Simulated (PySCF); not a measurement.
Isomers C₉H₉N₃:

A. `C1=CC(C)=C(C=C)N2C1=CN=N2`
B. `C=Cn1nnc2cc(C)ccc21`
C. SMILES C1C(c2cccc3n2nnc3)C1
D. SMILES Cc1ccccc1-n1ccnn1
E. 1-benzyl-1,2,3-triazole

Spectrum 1. 1H NMR (400 MHz, computed): δ 7.93 (m, 1H), 7.91 (m, 1H), 7.75 (m, 1H), 7.64 (m, 1H), 7.63 (m, 1H), 7.54 (m, 1H), 2.86 (s, 3H). 13C{1H} NMR (computed): δ 141.0 (C), 140.3 (C), 137.8 (CH), 137.7 (CH), 133.9 (CH), 131.8 (CH), 129.7 (CH), 127.2 (CH), 25.1 (CH3).

Spectrum 2. 1H NMR (400 MHz, computed): δ 7.75 (m, 1H), 7.71 (m, 2H), 7.67 (m, 2H), 7.62 (m, 1H), 7.39 (m, 1H), 5.53 (s, 2H). 13C{1H} NMR (computed): δ 144.1 (C), 139.4 (CH), 134.8 (CH), 134.2 (CH), 134.0 (CH), 128.8 (CH), 56.4 (CH2).

Spectrum 3. 1H NMR (400 MHz, computed): δ 8.25 (s, 1H), 7.68 (m, 1H), 7.65 (m, 1H), 7.54 (m, 1H), 6.99 (m, 1H), 5.43 (m, 1H), 2.72 (s, 3H). 13C{1H} NMR (computed): δ 152.1 (C), 138.7 (C), 137.3 (C), 133.3 (CH), 132.3 (CH), 126.2 (CH), 112.0 (CH), 107.6 (CH2), 24.4 (CH3).

Spectrum 4. 1H NMR (400 MHz, computed): δ 8.22 (m, 1H), 7.77 (d, 1H), 7.36 (m, 1H), 6.32 (d, 1H), 4.16 (m, 1H), 1.42 (m, 2H), 0.91 (m, 2H). 13C{1H} NMR (computed): δ 150.1 (C), 140.7 (C), 129.3 (CH), 129.3 (CH), 118.8 (CH), 108.8 (CH), 16.1 (CH2), 11.6 (CH).

Spectrum 5. 1H NMR (400 MHz, computed): δ 8.62 (m, 1H), 8.20 (m, 1H), 7.86 (d, 1H), 7.37 (d, 1H), 6.38 (m, 1H), 6.00 (m, 1H), 2.71 (s, 3H). 13C{1H} NMR (computed): δ 139.7 (C), 137.3 (CH), 136.9 (C), 133.4 (CH), 131.3 (CH2), 129.7 (CH), 127.4 (C), 121.6 (CH), 22.6 (CH3).

PySCF 2.14.0 with density-fitted response routines calculation with σ from GIAO-PBE0/pcSseg-1 and structure optimised with GFN2-xTB; one averaged value for each set of equivalent atoms, single conformer, no solvent model, non-relativistic.

Shifts are taken against calculated references (same method and geometry level): 1H and 13C against TMS. Where no couplings were computed, multiplicities follow the n + 1 count of equivalent neighbours, and m marks all less simple cases (inequivalent or close neighbours, rings, F or P nearby). Shifts are as computed. Against solution values, carbons near 30 ppm lie about +3 ppm off and those near 130 ppm about +5 ppm. Of 1211 compounds with measured shifts, 218 miss one by over three times the rms of a fit or turn the order of signals round; such compounds aren't used in these exercises.

Which spectrum belongs to which compound?

## Answers

1–D, 2–E, 3–B, 4–C, 5–A.

- Spectrum 1 (D): 9 13C signals; δC 141.0 is an aromatic carbon bearing nitrogen; δC 137.7 is an aromatic CH.
- Spectrum 2 (E): 7 13C signals; δC 134.8 is an aromatic CH; δC 134.2 is an aromatic CH.
- Spectrum 3 (B): 9 13C signals; δC 133.3 is an aromatic CH; δC 132.3 is an alkene CH.
- Spectrum 4 (C): 8 13C signals; δC 129.3 is an aromatic CH; δC 16.1 is a three-membered-ring carbon.
- Spectrum 5 (A): 9 13C signals; δC 137.3 is an alkene CH; δC 133.4 is an aromatic CH.
